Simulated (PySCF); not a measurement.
H8GeP4 (SMILES [PH2][Ge]([PH2])([PH2])[PH2]), singlet, geometry from GFN2-xTB, atoms displaced at random by about 0.08 Å a coordinate. Base run: TPSS/STO-3G, gradient (PySCF).

The PySCF input:
```python
from pyscf import gto, scf, dft

mol = gto.Mole()
mol.atom = '''
    P    -0.36142865   -0.75987086    2.21734013
    Ge    0.18993086   -0.01374365   -0.00107516
    P     1.96171053   -1.14732905   -0.58139182
    P     0.16812669    2.36249880   -0.09074732
    P    -1.84517824   -0.56399819   -1.61342169
    H    -0.73822664   -2.05246024    2.08066133
    H    -1.78551130   -0.18805627    2.14867941
    H     2.84728165   -0.31018089    0.13858210
    H     2.14270018   -0.29125557   -1.85496276
    H     0.59770654    2.48783293   -1.23542526
    H     1.23306314    2.27476209    0.57327111
    H    -2.70971565   -0.20251287   -0.69204061
    H    -1.69747680   -1.89212662   -1.08643467
'''
mol.basis = 'sto-3g'
mol.verbose = 4
mol.build()

mf = dft.RKS(mol)
mf.xc = 'tpss'
mf.kernel()
g = mf.nuc_grad_method()
grad = g.kernel()
```

The coordinate followed is y of atom 3.

Each row names what was changed in the base input (with any setting that the change needs).

```json
[
 {"change": "base", "dE/dx (Eh/bohr)": "-0.022381", "net force (Eh/bohr)": "0.000093"},
 {"change": "grids.level = 5; grid_response = on", "dE/dx (Eh/bohr)": "-0.022366", "net force (Eh/bohr)": "0.000000"},
 {"change": "finite difference step (bohr) = 1e-5; conv_tol = 1e-11", "dE/dx (Eh/bohr)": "-0.022386", "net force (Eh/bohr)": "-"},
 {"change": "finite difference step (bohr) = 1e-4; conv_tol = 1e-11", "dE/dx (Eh/bohr)": "-0.022387", "net force (Eh/bohr)": "-"},
 {"change": "grids.level = 0; grid_response = off", "dE/dx (Eh/bohr)": "-0.041363", "net force (Eh/bohr)": "0.007022"},
 {"change": "finite difference step (bohr) = 0.01; conv_tol = 1e-11", "dE/dx (Eh/bohr)": "-0.022386", "net force (Eh/bohr)": "-"},
 {"change": "finite difference step (bohr) = 1e-3; conv_tol = 1e-11", "dE/dx (Eh/bohr)": "-0.022387", "net force (Eh/bohr)": "-"},
 {"change": "grids.level = 5; grid_response = off", "dE/dx (Eh/bohr)": "-0.022364", "net force (Eh/bohr)": "0.000013"},
 {"change": "density fitting = on", "dE/dx (Eh/bohr)": "-0.022335", "net force (Eh/bohr)": "0.000093"},
 {"change": "grid_response = on", "dE/dx (Eh/bohr)": "-0.022387", "net force (Eh/bohr)": "0.000000"},
 {"change": "conv_tol = 1e-6", "dE/dx (Eh/bohr)": "-0.022383", "net force (Eh/bohr)": "0.000093"},
 {"change": "density fitting = on; auxbasis_response = off", "dE/dx (Eh/bohr)": "-0.022621", "net force (Eh/bohr)": "0.000421"}
]
```

The net force is zero for an exact gradient.
